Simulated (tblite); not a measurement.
C₈H₉ (doublet state).
Atom-mapped SMILES: `[CH2:1]=[CH:2][C:3]=[CH:4][CH:5]=[C:6]1[CH2:7][CH2:8]1` (hydrogens: H9, H10 on C1; H11 on C2; H12 on C4; H13 on C5; H14, H15 on C7; H16, H17 on C8)

Geometry (GFN2-xTB, Å), atoms numbered from 1 in this order:
```
atom  x, y, z in Å
C1     3.896   -0.065   -0.714
C2     3.130    0.041    0.423
C3     1.817   -0.240    0.501
C4     0.541   -0.468    0.572
C5    -0.494    0.537    0.342
C6    -1.779    0.265    0.432
C7    -2.826   -0.724    0.692
C8    -3.170    0.712    0.342
H9     3.464   -0.385   -1.645
H10    4.942    0.176   -0.700
H11    3.614    0.368    1.339
H12    0.167   -1.459    0.820
H13   -0.156    1.534    0.089
H14   -3.015   -1.492   -0.047
H15   -2.989   -1.058    1.708
H16   -3.562    1.353    1.120
H17   -3.586    0.918   -0.635
```

Method: GFN2-xTB as coded in tblite; computed harmonic values from a numerical Hessian at the method's own geometry, unscaled. The method is semi-empirical: single wavenumbers can be off by several per cent or more. One conformer, not necessarily the lowest. Open shells enter through the occupations alone, without spin polarisation, and single modes of such species can be off by tens of per cent.

Harmonic wavenumbers (cm⁻¹): 53.5, 66.5, 138.6, 164.6, 182.2, 270.3, 348.7, 395.0, 452.9, 520.6, 533.5, 723.8, 772.4, 775.1, 796.8, 841.3, 908.7, 924.8, 931.8, 1023.8, 1034.5, 1044.8, 1059.5, 1072.5, 1127.1, 1128.3, 1172.7, 1200.8, 1247.0, 1307.6, 1379.2, 1424.4, 1448.8, 1462.8, 1845.3, 1927.6, 2956.9, 2995.4, 3051.3, 3054.5, 3060.1, 3064.4, 3072.3, 3122.3, 3159.5.

A = 10140, B = 705.8, C = 689.5 MHz; mass 105.070 u (most abundant isotopes); point group C1, symmetry number 1; spin multiplicity 2.

Zero-point energy?

Half the sum of the wavenumbers: 29622 cm⁻¹ = 354.36 kJ/mol.

Entropy at 200 K, 1 bar (ideal gas, RRHO, classical rotation)?

Translation 158.61, rotation 114.55, vibration 66.84, spin (R ln 2) 5.76: S = 345.8 J/(mol K).

And Cp and H(200 K) − H(0)?

Cp = 105.22 J/(mol K), of which vibrations give 71.97 (their classical limit is 45 R = 374.2); H(200 K) − H(0) = 13.93 kJ/mol without the zero-point energy, 7.28 from vibrations.

Which modes carry the vibrational entropy at 200 K?

53.5 cm⁻¹: 16.30; 66.5 cm⁻¹: 14.52; 138.6 cm⁻¹: 8.67; 164.6 cm⁻¹: 7.38; 182.2 cm⁻¹: 6.64; 270.3 cm⁻¹: 3.98 J/(mol K); the other 39 give 9.34 together.

What must be added to the electronic energy to get the Gibbs energy at 200 K and 1 bar?

ZPE + [H(200 K) − H(0)] − T·S = 354.36 + 13.93 − 69.15 = 299.14 kJ/mol.

How do the functions run with temperature in this model?

| T (K) | S (J/(mol K)) | Cp (J/(mol K)) | H − H(0) (kJ/mol) | G − H(0) (kJ/mol) | ln q(vib) |
| --- | --- | --- | --- | --- | --- |
| 150 | 318.1 | 87.9 | 9.11 | -38.61 | 2.56 |
| 250 | 371.2 | 124.2 | 19.66 | -73.15 | 4.75 |
| 298.15 | 394.7 | 143.3 | 26.10 | -91.59 | 5.80 |
| 400 | 442.3 | 181.8 | 42.69 | -134.24 | 8.05 |
| 600 | 527.8 | 239.7 | 85.24 | -231.44 | 12.45 |
| 900 | 636.2 | 294.0 | 166.00 | -406.59 | 18.77 |

q(vib) and H(0) count from the zero-point level.

Blend soft modes into free rotors: weight 1/[1 + (100 cm⁻¹/ν̃)⁴] for the oscillator and the rest for a rotor with moment μB/(μ + B), μ = h/(8π²ν), B = 10⁻⁴⁴ kg m². What vibrational entropy results?

61.88 J/(mol K) in place of 66.84, which changes −T·S at 200 K by +0.99 kJ/mol.

Hindered rotation and anharmonicity are outside this model. Other conformers, if any are populated, would add a mixing term that is left out. The structure is chiral; the term R ln 2 for an equal mix with its mirror image is left out.

On Arm Neoverse V1, one thread, shared host with 32 logical CPUs at a one-minute load of 16, this took 0.51 s wall. This covers the Hessian and the dipole derivatives.
